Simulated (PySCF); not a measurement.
One entry of a table of gas-phase calculations, keyed by method. Lists by class give the value and the number of equivalent atoms.

```json
{
 "formula": "C9H9N",
 "smiles": "C=CC(=C)c1ccncc1",
 "inchi": "InChI=1S/C9H9N/c1-3-8(2)9-4-6-10-7-5-9/h3-7H,1-2H2",
 "charge": 0,
 "multiplicity": 1,
 "geometry_level": "PBE0-D3(BJ)/def2-SVP",
 "atoms_angstrom": [
  ["C", 1.956, -0.367, -1.65],
  ["C", 2.139, 0.211, -0.455],
  ["C", 1.092, 0.45, 0.541],
  ["C", 1.365, 1.037, 1.718],
  ["C", -0.296, 0.022, 0.212],
  ["C", -1.186, 0.886, -0.432],
  ["C", -2.474, 0.436, -0.719],
  ["N", -2.912, -0.784, -0.419],
  ["C", -2.062, -1.608, 0.189],
  ["C", -0.754, -1.262, 0.522],
  ["H", 0.973, -0.715, -1.978],
  ["H", 2.792, -0.509, -2.339],
  ["H", 3.142, 0.545, -0.167],
  ["H", 0.585, 1.215, 2.462],
  ["H", 2.383, 1.353, 1.965],
  ["H", -0.877, 1.899, -0.701],
  ["H", -3.187, 1.102, -1.218],
  ["H", -2.44, -2.609, 0.429],
  ["H", -0.097, -1.979, 1.02]
 ],
 "electronic_structure_code": "PySCF",
 "results": {
  "PBE0-D3(BJ)/def2-SVP geometry optimisation, gas phase": {
   "point_group": "Cs",
   "rotational_constants_GHz": [2.536, 0.941, 0.887]
  },
  "wB97X-D/def2-SVPD ground state, ΔSCF and vertical TDDFT (core frozen in the response)": {
   "dipole_D": 2.45,
   "homo_eV": -8.79,
   "lumo_eV": 0.56,
   "S1_eV": 5.06,
   "strongest_line_of_10_singlets_eV": 5.79,
   "T1_tda_eV": 3.27,
   "polarisability_au": 112.6,
   "vertical_ip_eV": 8.87,
   "r2_bohr2_about_centre_of_nuclear_charge": 1452.3,
   "singlets_eV_and_f": [
    [5.06, 0.003],
    [5.35, 0.0],
    [5.54, 0.03],
    [5.79, 0.512],
    [5.85, 0.006],
    [6.28, 0.045],
    [6.46, 0.013],
    [6.53, 0.01],
    [6.63, 0.041],
    [6.77, 0.001]
   ],
   "triplets_tda_eV": [3.27, 4.35, 4.4, 4.71]
  },
  "PBE0/pcSseg-1 ground state and GIAO shieldings, non-relativistic": {
   "shift_vs_computed_TMS_C_by_class_ppm": [
    [157.4, 1],
    [155.4, 2],
    [154.4, 1],
    [147.9, 1],
    [129.8, 2],
    [128.1, 1],
    [126.6, 1]
   ],
   "shift_vs_computed_TMS_H_by_class_ppm": [
    [8.8, 2],
    [7.03, 2],
    [6.72, 1],
    [5.58, 1],
    [5.55, 1],
    [5.26, 1],
    [4.76, 1]
   ],
   "shielding_other_nuclei_by_class_ppm": [
    ["N", -94.2, 1]
   ],
   "charges_hirshfeld_e_by_atom": [-0.09, -0.05, 0.01, -0.09, 0.02, -0.05, 0.02, -0.17, 0.02, -0.05, 0.04, 0.05, 0.05, 0.05, 0.05, 0.05, 0.05, 0.05, 0.05]
  }
 }
}
```

With B = h/(8π²I), that is 505.379 GHz u Å² over I, the principal moments of inertia are 199.3, 537.1 and 570.0 u Å² (most abundant isotopes). S1 lies 4.29 eV below the HOMO–LUMO gap; its leading configuration is HOMO−1→LUMO+1, weight 0.97. The principal polarisabilities are 99.5, 108.5 and 129.8 au; their mean is the isotropic value. The vertical singlet–triplet gap S1 − T1 is 1.79 eV (TDDFT singlet less Tamm–Dancoff triplet; S1: HOMO−1→LUMO+1, weight 0.97; T1: HOMO→LUMO, weight 0.90).

The values belong to the conformer `[CH2:1]=[CH:2][C:3](=[CH2:4])[c:5]1[cH:6][cH:7][n:8][cH:9][cH:10]1`: C1–C2–C3–C4 180°, C2–C3–C5–C6 -90°.
